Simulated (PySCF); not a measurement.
Molecular orbitals of KP⁺

M06 at R = 3.615 Å; basis K def2-SVP, P def2-SVP; no relativity; PySCF 2.14. State: ⁴Σ⁻ (quartet), unpaired electrons σ ↑, π ↑↑. Only the outer orbitals are listed, counted within each symmetry.

| spin | orbital | occ. | ε (eV) | on K (%) | main shells (%) |
| --- | --- | --- | --- | --- | --- |
| α | 7σ | 1 | -44.55 | 100 | 100 K s |
| α | 3π | 1 | -26.84 | 100 | 100 K p |
| α | 3π | 1 | -26.84 | 100 | 100 K p |
| α | 8σ | 1 | -26.84 | 100 | 100 K p |
| α | 9σ | 1 | -20.31 | 1 | 99 P s |
| α | 10σ | 1 | -11.27 | 5 | 95 P p |
| α | 4π | 1 | -10.98 | 1 | 99 P p |
| α | 4π | 1 | -10.98 | 1 | 99 P p |
| α | 11σ | 0 | -6.21 | 99 | 92 K s |
| α | 5π | 0 | -4.74 | 100 | 98 K p |
| α | 5π | 0 | -4.74 | 100 | 98 K p |
| β | 7σ | 1 | -44.54 | 100 | 100 K s |
| β | 3π | 1 | -26.84 | 100 | 100 K p |
| β | 3π | 1 | -26.84 | 100 | 100 K p |
| β | 8σ | 1 | -26.82 | 100 | 100 K p |
| β | 9σ | 1 | -17.18 | 1 | 98 P s |
| β | 10σ | 0 | -7.25 | 27 | 72 P p, 21 K s |
| β | 4π | 0 | -6.55 | 6 | 94 P p |
| β | 4π | 0 | -6.55 | 6 | 94 P p |

Which are the highest filled and the lowest empty level, where do they sit, and how wide is the gap?

Highest filled α 4π at -10.98 eV (in %: 99 P p); lowest empty β 10σ at -7.25 eV (in %: 72 P p, 21 K s); the gap at M06 is 3.73 eV.

* bond order (Mayer): 0.17
* ⟨S²⟩: 3.751
* charge on K (Mulliken, basis-dependent): 0.92
* charge on K (Löwdin, basis-dependent): 0.81
* dipole moment (positive dipole points towards P; it is taken about the centre of mass and depends on that origin): -6.40 D

The state was picked by a PBE0 search and need not be the measured ground state.
